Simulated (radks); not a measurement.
Question: The mean radii <r> (bohr) of the occupied orbitals of an atom or ion are listed with their occupations. Calculated with a radial shooting solver on a logarithmic mesh with Libxc functionals: scalar-relativistic Kohn-Sham, PBE, spin-polarised, spherical densities, finite nucleus; Fermi nuclear charge, rms radius of each element as measured or else 0.836 A^(1/3) + 0.57 fm.

orbital  occ.      <r>
1s up       1  0.02576

Name the element and its charge. Open shells, if any, are filled with parallel spins first.

Answer: Z = 55, caesium, charge +54: Cs54+ in 1s1. The 1s radius gives Z: for a bare nucleus <r> = (2 gamma + 1)/(2Z) with gamma = sqrt(1 - (Z/c)^2), 0.02574 bohr for Z = 55, and the self-interaction of the functional makes it slightly larger (0.02576 here). The occupations add up to 1, and the charge is Z minus that.
